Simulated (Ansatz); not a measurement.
Reactions of CH$_{3}$AuS (`C[S][Au]`).

Gas-phase electronic energies from Ansatz, PBE0-D4/def2-TZVP geometries. CCSD(T)/CBS is the MP2 limit (def2-TZVPP, def2-QZVPP) plus CCSD(T) − MP2 in def2-TZVPP, frozen cores. This one scheme is used for every species. Functionals use def2-TZVPP. B3LYP here is the variant with VWN-RPA as its local correlation; programs differ in this. Elements past krypton have def2 core potentials. For Au, Br outer-core shells are correlated without core-valence functions, which leaves a few kJ/mol of doubt a bond. Scalar relativity is left out up to krypton.

| reaction | ωB97X-V (kcal/mol) | CCSD/CBS(def2) (kcal/mol) | B3LYP-D4 (kcal/mol) |
| --- | --- | --- | --- |
| `C[S][Au]` + CH₃OH → `C[O][Au]` + CH₃SH | 33.2 | 37.1 | 33.8 |
| `C[S][Au]` + HCl → `[Cl][Au]` + CH₃SH | 0.7 | 4.0 | 4.7 |
| `C[S][Au]` + H₂O → `[OH][Au]` + CH₃SH | 32.3 | 37.0 | 34.7 |
| `C[S][Au]` + HBr → `[Br][Au]` + CH₃SH | -7.9 | -5.4 | -4.0 |

(1) Give the CCSD(T)/CBS values in the same order. (Estimate.)

Largest T1 diagnostic: 0.033, for `C[O][Au]`, so its coupled-cluster energy is less sure.

Results:

(1) The calculation gave: 36.6, 5.8, 37.2, -3.5 kcal/mol.
